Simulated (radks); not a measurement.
Values are calculated unless marked as measured or tabulated.
Isoelectronic series with 3 electrons, all held in the configuration [He] 2s1, which need not be the ground one along the series. Code: a radial shooting solver on a logarithmic mesh with Libxc functionals. Model: non-relativistic Kohn-Sham, r2SCAN, spin-polarised, spherical densities, point nucleus; open shells are filled with parallel spins first; meta-GGA in the generalised Kohn-Sham scheme. Total energies (hartree) and orbital eigenvalues (eV):

ion    E (hartree)      2s up    1s down
Li        -7.47986    -3.2651   -53.1176
Be+      -14.32603   -14.6182  -119.6716
B2+      -23.42467   -32.9086  -213.6413
C3+      -34.77401   -58.0446  -334.8853
N4+      -48.37362   -90.0019  -483.3682
O5+      -64.22334  -128.7716  -659.0770
F6+      -82.32312  -174.3496  -862.0057
Ne7+    -102.67292  -226.7338  -1092.151
Mg9+    -150.12254  -351.9165  -1634.087
Al10+   -177.22236  -424.7139  -1945.875
Si11+   -206.57217  -504.3148  -2284.875
P12+    -238.17199  -590.7193  -2651.089
S13+    -272.02180  -683.9269  -3044.514
Cl14+   -308.12161  -783.9378  -3465.152
Ar15+   -346.47142  -890.7518  -3913.002
K16+    -387.07122  -1004.369  -4388.063
Ca17+   -429.92102  -1124.789  -4890.336
Sc18+   -475.02082  -1252.012  -5419.821
Ti19+   -522.37062  -1386.038  -5976.518
V20+    -571.97042  -1526.867  -6560.426
Cr21+   -623.82021  -1674.499  -7171.546
Mn22+   -677.92000  -1828.933  -7809.878
